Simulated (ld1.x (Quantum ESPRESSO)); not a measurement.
# How hard is this Yb ultrasoft potential?

Yb (Z = 70), ultrasoft, made with ld1.x (Quantum ESPRESSO) 7.5 (PBE, scalar-relativistic). Core [Kr] 4d10, reference 4f14 5s2 5p6 5d1 6s1 6p0. Waves: 5s (bound): rcut 1.60, rcutus 2.25 bohr; 6s (bound): rcut 1.60, rcutus 2.25 bohr; 5p (bound): rcut 1.95, rcutus 3.58 bohr; 6p (bound, empty): rcut 1.95, rcutus 3.58 bohr; 5d (bound): rcut 3.25, rcutus 4.15 bohr; 5d channel at 4.05 Ry: rcut 3.25, rcutus 4.15 bohr; 4f (bound): rcut 0.90, rcutus 1.05 bohr; 4f channel at 1.45 Ry: rcut 0.90, rcutus 1.05 bohr. Local part: all-electron potential smoothed inside 2.05 bohr (lloc = -1). Core correction: a·sin(br)/r model core inside 1.05 bohr. Augmentation charge: PSQ, radius 0.90 bohr.

The pseudo-atom Hamiltonian at the reference potential is diagonalised in spherical Bessel functions j_l(qr) that vanish at 20 bohr, with q² up to the cutoff. All-electron valence levels (Ry): 5s -4.0160, 6s -0.2929, 5p -1.9984, 6p -0.0930, 5d -0.0528, 4f -0.2055.

Problem. How do the lowest levels (Ry) of each channel move with the cutoff, and are there ghosts?

Solution.

```
cutoff (Ry)     s #1     s #2     p #1     p #2    p #3     d #1     f #1    f #2  Σ f·Δε (mRy)
          8  -4.0042  -0.2612  -1.9982  -0.0929  0.0285  -0.0527   0.0752  0.1931        3986.7
         25  -4.0160  -0.2927  -1.9984  -0.0929  0.0285  -0.0527   0.0752  0.1930        3930.8
         50  -4.0160  -0.2929  -1.9984  -0.0929  0.0285  -0.0527   0.0752  0.1928        3930.4
        100  -4.0160  -0.2929  -1.9984  -0.0929  0.0285  -0.0527  -0.1756  0.0752         420.0
        180  -4.0160  -0.2929  -1.9984  -0.0929  0.0285  -0.0527  -0.2047  0.0752          11.6
        400  -4.0160  -0.2929  -1.9984  -0.0929  0.0285  -0.0527  -0.2056  0.0752           0.0
```

Result: no extra level below or beside the all-electron valence levels (s, p, d, f tested); 10 mRy is reached at 200 Ry and 1 mRy at 300 Ry.

Test run stopped at test 3 of 7 (negative rho).
